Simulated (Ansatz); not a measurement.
Consider the cleavage of the Si–Si bond: `O[SiH](F)[SiH](Cl)Cl` + HCl → `Cl[SiH](Cl)Cl` + `O[SiH2]F`.

Program: Ansatz. Geometries: PBE0-D4/def2-TZVP. ΔE: electronic, gas phase. CBS: MP2 limit from def2 TZ/QZ plus the TZ coupled-cluster correction, frozen cores. This one scheme is used for every species. Functionals use def2-TZVPP. Each species was taken in one conformer, which may not be the lowest.

CCSD(T)/CBS gives -109.6 kJ/mol.

Task: Another level gave -90.0 kJ/mol. Which?
A. revPBE-D4/def2-TZVPP
B. PBE0-D4/def2-TZVPP
C. B2PLYP/def2-TZVPP
D. r2SCAN-D4/def2-TZVPP

Result: A. revPBE-D4 -90.0, B2PLYP -113.3, PBE0-D4 -97.6, r2SCAN-D4 -106.2 kJ/mol.

Largest T1 diagnostic among the species: 0.011.

From BLYP to BHLYP (50 % exact exchange), in def2-TZVPP and without D4, ΔE moves by −12.9 kJ/mol. In def2-TZVPP, CCSD(T) changes the Hartree–Fock value by +17.6 kJ/mol (the triples alone add +1.9 kJ/mol) and MP2 by +6.4 kJ/mol. The D4 term adds +6.9 kJ/mol with B3LYP and +4.3 kJ/mol with PBE0; it sums over pairs of atoms, weighted by their polarisabilities, and B3LYP, whose exchange is more repulsive, gets the larger term.

B3LYP here is the variant with VWN-RPA as its local correlation; programs differ in this.
